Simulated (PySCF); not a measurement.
Species: C₈H₁₀FN₂ (charge +1).
Atom-mapped SMILES: `[CH3:1][n+:2]1[cH:3][cH:4][n:5][c:6]([C:7]2([F:8])[CH2:9][CH2:10]2)[cH:11]1` (hydrogens: H12, H13, H14 on C1; H15 on C3; H16 on C4; H17, H18 on C9; H19, H20 on C10; H21 on C11)

Computed with PySCF, PBE0-D3(BJ)/def2-SVP geometry optimisation, gas phase.

(1) What internal coordinates does the optimisation give?

Results:

(1) 
```json
{"bond": "C1–N2", "length (Å)": "1.469", "order": "single"}
{"bond": "N2–C3", "length (Å)": "1.344", "order": "aromatic"}
{"bond": "C3–C4", "length (Å)": "1.393", "order": "aromatic"}
{"bond": "C4–N5", "length (Å)": "1.322", "order": "aromatic"}
{"bond": "N5–C6", "length (Å)": "1.335", "order": "aromatic"}
{"bond": "C6–C7", "length (Å)": "1.468", "order": "single"}
{"bond": "C7–F8", "length (Å)": "1.357", "order": "single"}
{"bond": "C7–C9, C7–C10", "length (Å)": "1.503", "order": "single"}
{"bond": "C9–C10", "length (Å)": "1.489", "order": "single"}
{"bond": "C6–C11", "length (Å)": "1.401", "order": "aromatic"}
{"bond": "N2–C11", "length (Å)": "1.341", "order": "aromatic"}
{"bond": "C1–H12, C1–H13, C1–H14", "length (Å)": "1.097", "order": "single"}
{"bond": "C3–H15", "length (Å)": "1.090", "order": "single"}
{"bond": "C4–H16", "length (Å)": "1.094", "order": "single"}
{"bond": "C9–H17, C10–H19", "length (Å)": "1.093", "order": "single"}
{"bond": "C9–H18, C10–H20", "length (Å)": "1.093", "order": "single"}
{"bond": "C11–H21", "length (Å)": "1.090", "order": "single"}
```

Bonds in one row agree within 0.01 Å and their mean is given. Orders are formal, as drawn. A selection of angles:
```json
{"angle": "C1–N2–C3", "degrees": "120.3"}
{"angle": "C1–N2–C11", "degrees": "119.3"}
{"angle": "C3–N2–C11", "degrees": "120.5"}
{"angle": "N2–C3–C4", "degrees": "118.5"}
{"angle": "C3–C4–N5", "degrees": "122.2"}
{"angle": "C4–N5–C6", "degrees": "118.7"}
{"angle": "N5–C6–C7", "degrees": "119.4"}
{"angle": "N5–C6–C11", "degrees": "121.0"}
{"angle": "C7–C6–C11", "degrees": "119.6"}
{"angle": "C6–C7–F8", "degrees": "111.6"}
{"angle": "C6–C7–C9", "degrees": "120.4"}
{"angle": "C6–C7–C10", "degrees": "120.5"}
{"angle": "F8–C7–C9", "degrees": "118.0"}
{"angle": "C9–C7–C10", "degrees": "59.4"}
{"angle": "C7–C9–C10", "degrees": "60.3"}
{"angle": "N2–C11–C6", "degrees": "119.1"}
```

Torsions: N5–C6–C7–F8 179° (antiperiplanar); C6–C7–C9–C10 110° (anticlinal); C6–C7–C10–C9 -109° (anticlinal). The mirror-image conformer, all signs reversed, is as good.

Of the pairs four or more bonds apart, F8···H21 is among the closest relative to their van der Waals radii: 2.34 Å, 88 % of the sum of Bondi's values. C11 (aromatic CH next to a ring nitrogen) is planar (angles 122.4°, 119.1° and 118.4°, sum 360.0°, 0.00 Å off the plane of its three neighbours). N5 (ring nitrogen) is bent (angle 118.7°). The C–C distances run from 1.393 Å (C3–C4, aromatic) to 1.504 Å (C7–C9, drawn single), a spread of 0.111 Å. The 6-membered ring N2–C3–C4–N5–C6–C11 has internal angles of 118.5° to 122.2° (sum 720°, against 720° for a flat polygon); it is planar, 0.00 Å rms from its mean plane, widest ring torsion 0°. The 3-membered ring C7–C9–C10 has internal angles of 59.4° to 60.3°. C6 (substituted aromatic carbon) is planar (angles 121.0°, 119.6° and 119.4°, sum 360.0°, 0.00 Å off the plane of its three neighbours).

Not checked by PBE0-D3(BJ)/def2-SVP frequencies.

The run took about 5 min of CPU time (one thread, shared machine). That covers the optimisation of the geometry.
